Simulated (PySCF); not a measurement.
Al2(mu-Br)2(F)4, Al₂Br₂F₄, singlet at its PBE0/def2-SVP optimised geometry (Å):

```
8

Al    -0.9369    -0.2240     0.0000
Al     1.2630    -1.1366     2.2255
Br     1.4781    -0.2240     0.0000
F     -1.4781    -1.3365    -1.0939
F     -1.4773     1.3365     0.0000
Br    -1.1519    -1.1357     2.2259
F      1.8026    -2.6975     2.2248
F      1.8050    -0.0248     3.3198
```

Computed with PySCF with PBE0/def2-TZVP.

Map of the Laplacian of the electron density (e/bohr⁵) on the plane z = 0.8 Å:

```
|.............................|
|.............................|
|.............................|
|.............................|
|......:::::..................|
|.....:::::::.................|
|....:::----::................|
|....::-+*+=-::...............|
|...::-=#@%+-::...............|
|...::-+%@%+-:::.::::::::.....|
|....:-=*#*=-:::::::::::::....|
|....::-===-:::::::::-:::::...|
|....:::----:::::::-----:::...|
|.....::::---:::::--:::--:::..|
|.....::::=++-::::-:...:-:::..|
|.....::::=**-::::-... :-:::..|
|.....::::-==:::::-.   :-:::..|
|.....::::::::::::::. .:-:::..|
|....::::::::::::::::::::::...|
|.....:::::::::::::::::::::...|
|.....::::::::::::::::::::....|
|.....::::::::::::::::::::....|
|......::::::::::::::::::.....|
|.......::::::.....::::::.....|
|...................:::::.....|
|...................:::::.....|
|....................::::.....|
|.............................|
|.............................|
```
Scale: ten equal steps from -0.110 (start of ' ') to 0.494 (end of '@'), in the order ' .:-=+*#%@'; x runs from -3.50 to 3.50, y from -3.50 (bottom) to 3.50 (top).
